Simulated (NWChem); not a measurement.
System: C4H6S; SMILES CSCC#C

NWChem input:

```
start job
memory heap 200 mb stack 900 mb global 1100 mb
geometry units angstroms noautoz
  C     -0.469740    -2.505486    -0.308345
  C      0.182412    -1.545765     0.039819
  C      0.937583    -0.380698     0.468608
  S      0.422066     1.179284    -0.323057
  C     -1.268575     1.296039     0.292675
  H     -1.037445    -3.361687    -0.622716
  H      2.001485    -0.494691     0.205174
  H      0.887855    -0.273008     1.565407
  H     -1.708796     2.190682    -0.169590
  H     -1.296945     1.413258     1.386819
  H     -1.858915     0.416546    -0.005000
end
basis spherical
  C library 3-21g
  S library 3-21g
  H library 3-21g
end
dft
  xc b3lyp
  iterations 150
  mulliken
end
task dft energy
```

Excerpt of the output:

```
             Northwest Computational Chemistry Package (NWChem) 7.3.0
             --------------------------------------------------------

 C1  symmetry detected

                             Geometry "geometry" -> ""
                             -------------------------

 Output coordinates in angstroms (scale by  1.889725989 to convert to a.u.)

  No.       Tag          Charge          X              Y              Z
 ---- ---------------- ---------- -------------- -------------- --------------
    1 C                    6.0000    -0.49287430    -2.50226699    -0.29233540
    2 C                    6.0000     0.16392266    -1.54594804     0.05645769
    3 C                    6.0000     0.92463623    -0.38454412     0.48538679
    4 S                   16.0000     0.43996503     1.17214661    -0.33182976
    5 C                    6.0000    -1.25945051     1.31416643     0.25369718
    6 H                    1.0000    -1.06466248    -3.35562859    -0.60702653
    7 H                    1.0000     1.99151050    -0.51306192     0.24137487
    8 H                    1.0000     0.85755607    -0.26421664     1.57994588
    9 H                    1.0000    -1.68181236     2.20841136    -0.22568372
   10 H                    1.0000    -1.30502618     1.44375898     1.34586240
   11 H                    1.0000    -1.85441053     0.43794739    -0.04443436

 Effective nuclear repulsion energy (a.u.)     198.8093292765

                                 NWChem DFT Module
                                 -----------------

 Summary of "ao basis" -> "ao basis" (spherical)
 ------------------------------------------------------------------------------
       Tag                 Description            Shells   Functions and Types
 ---------------- ------------------------------  ------  ---------------------
 C                           3-21g                   5        9   3s2p
 S                           3-21g                   7       13   4s3p
 H                           3-21g                   2        2   2s

            General Information
            -------------------
          SCF calculation type: DFT
          Wavefunction type:  closed shell.
          No. of atoms     :    11
          No. of electrons :    46
           Alpha electrons :    23
            Beta electrons :    23
          Charge           :     0
          Spin multiplicity:     1
          Use of symmetry is: off; symmetry adaption is: off
          Maximum number of iterations: 150
          AO basis - number of functions:    61
                     number of shells:    39
          Convergence on energy requested:  1.00D-06
          Convergence on density requested:  1.00D-05
          Convergence on gradient requested:  5.00D-04

              XC Information
              --------------
                         B3LYP Method XC Potential
                     Hartree-Fock (Exact) Exchange  0.200
                        Slater Exchange Functional  0.800 local
                    Becke 1988 Exchange Functional  0.720 non-local
              Lee-Yang-Parr Correlation Functional  0.810
                  VWN I RPA Correlation Functional  0.190 local

             Grid Information
             ----------------
          Grid used for XC integration:  medium
          Radial quadrature: Mura-Knowles
          Angular quadrature: Lebedev.
          Tag              B.-S. Rad. Rad. Pts. Rad. Cut. Ang. Pts.
          ---              ---------- --------- --------- ---------
          C                   0.70       49          11.0       434
          S                   1.00       88          11.0       590
          H                   0.35       45          12.0       434
          Grid pruning is: on
          Number of quadrature shells:   554
          Spatial weights used:  Erf1

      Superposition of Atomic Density Guess
      -------------------------------------

 Sum of atomic energies:        -548.36818850

      Non-variational initial energy
      ------------------------------

 Total energy =    -551.013377
 1-e energy   =   -1146.117965
 2-e energy   =     396.295259
 HOMO         =      -0.256152
 LUMO         =       0.053040

     ---------------------------------------------
      Total Density - Mulliken Population Analysis
     ---------------------------------------------

    Atom       Charge   Shell Charges
 -----------   ------   -------------------------------------------------------
    1 C    6     6.47   1.99  0.47  1.56  0.92  1.54
    2 C    6     5.95   1.99  0.47  1.50  0.73  1.26
    3 C    6     6.55   1.99  0.37  1.42  1.20  1.56
    4 S   16    15.86   2.00  1.96  5.89  1.02  2.40  0.81  1.79
    5 C    6     6.80   1.99  0.38  1.49  1.19  1.75
    6 H    1     0.67   0.38  0.29
    7 H    1     0.72   0.41  0.31
    8 H    1     0.73   0.41  0.32
    9 H    1     0.75   0.42  0.33
   10 H    1     0.76   0.42  0.34
   11 H    1     0.75   0.42  0.34

   convergence    iter        energy       DeltaE   RMS-Dens  Diis-err
 ---------------- ----- ----------------- --------- --------- ---------
 d= 0,ls=0.0,diis     1   -551.2716536546 -7.50D+02  2.03D-02  5.81D-01
 d= 0,ls=0.0,diis     2   -551.2912135401 -1.96D-02  1.31D-02  3.58D-01
 d= 0,ls=0.0,diis     3   -551.3140762488 -2.29D-02  5.99D-03  1.77D-01
 d= 0,ls=0.0,diis     4   -551.3325677582 -1.85D-02  1.91D-03  3.42D-02
 d= 0,ls=0.0,diis     5   -551.3368367239 -4.27D-03  2.80D-04  1.50D-04
  Resetting Diis
 d= 0,ls=0.0,diis     6   -551.3368552272 -1.85D-05  8.78D-05  1.90D-05
 d= 0,ls=0.0,diis     7   -551.3368581706 -2.94D-06  2.28D-05  4.23D-07
 d= 0,ls=0.0,diis     8   -551.3368581452  2.53D-08  1.19D-05  6.19D-07
 d= 0,ls=0.0,diis     9   -551.3368582290 -8.37D-08  2.78D-06  5.14D-08

         Total DFT energy =     -551.336858228954
      One electron energy =    -1149.736637861483
           Coulomb energy =      449.040823018720
    Exchange-Corr. energy =      -49.450372662680
 Nuclear repulsion energy =      198.809329276489

 Numeric. integr. density =       46.000019408685

                       DFT Final Molecular Orbital Analysis
                       ------------------------------------

 Vector   21  Occ=2.000000D+00  E=-2.784346D-01
              MO Center= -6.2D-02, -1.8D+00, -9.8D-02, r^2= 2.1D+00
   Bfn.  Coefficient  Atom+Function         Bfn.  Coefficient  Atom+Function
  ----- ------------  ---------------      ----- ------------  ---------------
     3      0.297856   1 C  px               12      0.284228   2 C  px
     7      0.268140   1 C  px               16      0.253169   2 C  px
     4     -0.164222   1 C  py                8     -0.157776   1 C  py
    17     -0.158003   2 C  py               13     -0.147240   2 C  py
    53     -0.129100   7 H  s                 5     -0.110496   1 C  pz

 Vector   22  Occ=2.000000D+00  E=-2.742799D-01
              MO Center= -5.3D-02, -1.5D+00, -9.6D-02, r^2= 3.1D+00
   Bfn.  Coefficient  Atom+Function         Bfn.  Coefficient  Atom+Function
  ----- ------------  ---------------      ----- ------------  ---------------
     5      0.315344   1 C  pz               14      0.286366   2 C  pz
     9      0.283668   1 C  pz               18      0.250171   2 C  pz
    17     -0.161495   2 C  py               35     -0.161812   4 S  py
    37     -0.153165   4 S  s                 8     -0.143060   1 C  py
    36      0.139560   4 S  pz               55     -0.138043   8 H  s

 Vector   23  Occ=2.000000D+00  E=-2.279800D-01
              MO Center=  3.1D-01,  1.0D+00, -2.3D-01, r^2= 2.1D+00
   Bfn.  Coefficient  Atom+Function         Bfn.  Coefficient  Atom+Function
  ----- ------------  ---------------      ----- ------------  ---------------
    36      0.442710   4 S  pz               40      0.431967   4 S  pz
    35      0.287256   4 S  py               39      0.283650   4 S  py
    32     -0.209194   4 S  pz               17      0.175827   2 C  py
    34      0.173701   4 S  px               38      0.167277   4 S  px
    59     -0.153675  10 H  s                61      0.147761  11 H  s

 Vector   24  Occ=0.000000D+00  E= 2.182271D-02
              MO Center=  1.7D-01, -6.7D-01, -1.2D-01, r^2= 4.5D+00
   Bfn.  Coefficient  Atom+Function         Bfn.  Coefficient  Atom+Function
  ----- ------------  ---------------      ----- ------------  ---------------
    39      0.641312   4 S  py               24      0.486778   3 C  s
    26      0.441436   3 C  py               37     -0.369062   4 S  s
     7      0.335880   1 C  px               17      0.300780   2 C  py
    35      0.298691   4 S  py                9      0.287619   1 C  pz
    46     -0.271719   5 C  s                 8     -0.269809   1 C  py

 Vector   25  Occ=0.000000D+00  E= 4.979553D-02
              MO Center=  8.3D-02, -1.5D+00,  3.3D-02, r^2= 3.4D+00
   Bfn.  Coefficient  Atom+Function         Bfn.  Coefficient  Atom+Function
  ----- ------------  ---------------      ----- ------------  ---------------
    53     -0.503223   7 H  s                 9      0.486523   1 C  pz
    18     -0.451302   2 C  pz               55      0.432933   8 H  s
     7     -0.412386   1 C  px               16      0.369907   2 C  px
    46     -0.336273   5 C  s                38     -0.290825   4 S  px
    14     -0.257341   2 C  pz                5      0.252327   1 C  pz

 Vector   26  Occ=0.000000D+00  E= 7.313459D-02
              MO Center=  3.4D-02,  5.4D-01,  7.0D-03, r^2= 4.5D+00
   Bfn.  Coefficient  Atom+Function         Bfn.  Coefficient  Atom+Function
  ----- ------------  ---------------      ----- ------------  ---------------
    46      1.107333   5 C  s                38      0.920861   4 S  px
    24     -0.860744   3 C  s                47      0.650044   5 C  px
    55      0.570035   8 H  s                37     -0.485164   4 S  s
    17      0.323512   2 C  py               34      0.296192   4 S  px
     9      0.270371   1 C  pz               43      0.225722   5 C  px

     ---------------------------------------------
      Total Density - Mulliken Population Analysis
     ---------------------------------------------

    Atom       Charge   Shell Charges
 -----------   ------   -------------------------------------------------------
    1 C    6     6.35   1.98  0.42  1.63  0.85  1.47
    2 C    6     5.84   1.98  0.43  1.65  0.66  1.12
    3 C    6     6.79   1.99  0.35  1.66  1.29  1.50
    4 S   16    15.63   2.00  1.96  5.87  1.07  2.47  0.80  1.47
    5 C    6     6.85   1.99  0.36  1.65  1.21  1.63
    6 H    1     0.75   0.46  0.29
    7 H    1     0.73   0.46  0.27
    8 H    1     0.74   0.46  0.28
    9 H    1     0.77   0.46  0.30
   10 H    1     0.78   0.46  0.32
   11 H    1     0.76   0.46  0.30

     -------------------------------------------
      Total Density - Lowdin Population Analysis
     -------------------------------------------

    Atom       Charge   Shell Charges
 -----------   ------   -------------------------------------------------------
    1 C    6     6.17   1.98  0.43  1.53  0.58  1.65
    2 C    6     6.05   1.98  0.43  1.55  0.53  1.57
    3 C    6     6.28   1.97  0.42  1.57  0.59  1.73
    4 S   16    15.83   2.00  1.95  5.81  0.94  2.40  0.78  1.94
    5 C    6     6.40   1.97  0.44  1.56  0.63  1.80
    6 H    1     0.86   0.43  0.43
    7 H    1     0.86   0.46  0.40
    8 H    1     0.88   0.46  0.41
    9 H    1     0.88   0.46  0.42
   10 H    1     0.90   0.46  0.43
   11 H    1     0.89   0.46  0.43

     Multipole analysis of the density
     ---------------------------------

     L   x y z        total         alpha         beta         nuclear
     -   - - -        -----         -----         ----         -------
     0   0 0 0     -0.000000    -23.000000    -23.000000     46.000000

     1   1 0 0     -0.351399     -0.175700     -0.175700      0.000000
     1   0 1 0     -0.250333     -0.125166     -0.125166     -0.000000
     1   0 0 1      0.433626      0.216813      0.216813      0.000000

     2   2 0 0    -26.283935    -72.365097    -72.365097    118.446260
     2   1 1 0     -0.543389      3.334570      3.334570     -7.212530
     2   1 0 1      1.038960     -0.457752     -0.457752      1.954464
     2   0 2 0    -27.269337   -199.127651   -199.127651    370.985965
     2   0 1 1      1.303018     -1.925845     -1.925845      5.154708
     2   0 0 2    -29.064714    -30.389063    -30.389063     31.713413
```

Level: B3LYP/3-21G. Coordinates come from a PBE0/def2-SVP optimisation.
